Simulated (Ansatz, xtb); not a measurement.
**Ligand exchange: AlH2Br + BH2(SH) → AlH2(SH) + BH2Br**

Species: AlH2Br `[AlH2][Br]`, singlet; BH2(SH), singlet; AlH2(SH), singlet; BH2Br `BBr`, singlet. The partners trade Br for SH: Al–Br and B–SH bonds give way to Al–SH and B–Br.

Shapes, held fixed at every level: PBE0-D4/def2-TZVP. Programs: Ansatz 0.2.0, xtb 6.7.1. The zero-point and thermal change to 298 K, harmonic and unscaled (PBE0-D4/def2-TZVP), is -2.4 kJ/mol.

Task: Estimate ΔH(298 K) of this reaction.

Result: The highest level, CCSD(T)/def2-TZVPP, gives ΔH(298 K) = +54.8 kJ/mol; the levels span -35.9 to +64.0. They disagree on the sign: 8 of 9 are positive. GFN0-xTB strays far from the other rows. The column of differences is taken from that level and isn't an error. No measured value is set beside it here. Relativity is left out for Br. Outer-core shells of Br are correlated, in sets that cover them unevenly.

| level | kind | ΔH(298 K) (kJ/mol) | less CCSD(T)/def2-TZVPP |
| --- | --- | --- | --- |
| GFN0-xTB | semi-empirical | -35.9 | -90.7 |
| PBE0-D4/def2-TZVPP | global hybrid | +58.0 | +3.2 |
| r2SCAN0-D4/def2-TZVPP | global hybrid | +59.6 | +4.8 |
| wB97M-V/def2-TZVPP | range-separated hybrid | +58.4 | +3.6 |
| wB97X-V/def2-TZVPP | range-separated hybrid | +57.7 | +2.9 |
| B2PLYP/def2-TZVPP | double hybrid | +57.6 | +2.8 |
| MP2/def2-SVP | perturbation theory | +64.0 | +9.2 |
| CCSD/def2-SVP | coupled cluster or CI | +63.8 | +9.0 |
| CCSD(T)/def2-TZVPP | coupled cluster or CI | +54.8 | 0.0 |
